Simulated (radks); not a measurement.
These are the eigenvalues of the occupied orbitals of an atom or ion with whole-number occupations (eV). Calculated with a radial shooting solver on a logarithmic mesh with Libxc functionals: scalar-relativistic Kohn-Sham, r2SCAN, spin-polarised, spherical densities, finite nucleus; meta-GGA in the generalised Kohn-Sham scheme; Fermi nuclear charge, rms radius of each element as measured or else 0.836 A^(1/3) + 0.57 fm.

1s down: -43661.56
1s up: -43661.55
2s down: -7244.427
2s up: -7244.421
2p down: -6493.255
2p up: -6493.250
3s up: -1731.947
3s down: -1731.401
3p up: -1493.715
3p down: -1493.168
3d up: -1163.375
3d down: -1162.943
4s up: -497.2961
4s down: -495.9213
4p up: -417.6867
4p down: -416.3085
4d up: -303.6104
4d down: -302.2104
5s up: -195.6937
5s down: -195.0561
4f up: -178.9205

Which element is it, and in what charge state? The configuration may be excited. Open shells, if any, are filled with parallel spins first.

Answer. Z = 60, neodymium, charge +11: Nd11+ in [Kr] 4d10 4f1 5s2. The list shows which subshells hold electrons but not how many an open one holds; the 1s level, -1604.5 hartree, gives Z - s = 56.6 by -(Z - s)^2/2, which with screening and relativity narrows Z to a few neighbours, and the depths of the outer levels then fix element, charge and occupations together.
